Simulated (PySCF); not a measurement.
A GIAO shielding run with PySCF 2.14.0 with density-fitted response routines (density fitting, non-relativistic, gas phase) on `CS[Si@@H]1[SiH2]C[C@H]1[SiH3]`, C₃H₁₂SSi₃:

```
$ OMP_NUM_THREADS=1 python probes_run.py task.json out

{"job": {"kind": "nmr", "xc": "PBE0", "basis": "pcSseg-1"}, "charge": 0, "multiplicity": 1}
C      3.498169    -0.134064    -0.834514
S      2.287279    -1.040554     0.169954
Si     0.531943     0.103079    -0.352046
Si    -0.167798     2.000547     0.803748
C     -1.676933     0.818025     0.919839
C     -1.038247    -0.543112     0.542888
Si    -2.214755    -1.723883    -0.357958
H      3.179299    -0.121144    -1.872198
H      3.599302     0.878913    -0.456804
H      4.442309    -0.660369    -0.743253
H      0.488683     0.027891    -1.821093
H     -0.450813     3.276317     0.136081
H      0.416639     2.319435     2.112250
H     -2.428498     1.097336     0.178185
H     -2.194757     0.777694     1.877099
H     -0.712589    -1.039093     1.462329
H     -2.633192    -1.078185    -1.607086
H     -1.536656    -2.988173    -0.637440
H     -3.399190    -1.961409     0.472559
```

Hardware: 1 thread of an Arm Neoverse N1, shared host. The job also computes population analyses, field gradients, ring-centre shieldings.

Task: How large is the calculation?

Result: 88 electrons, 207 basis functions and 1169 auxiliary functions.

Task: How long does it take, and how much memory does it need?

Result: 69 s of wall time, with 12 SCF cycles and 5 response iterations; peak memory 0.93 GiB. Times on a shared host scatter by some tens of per cent.
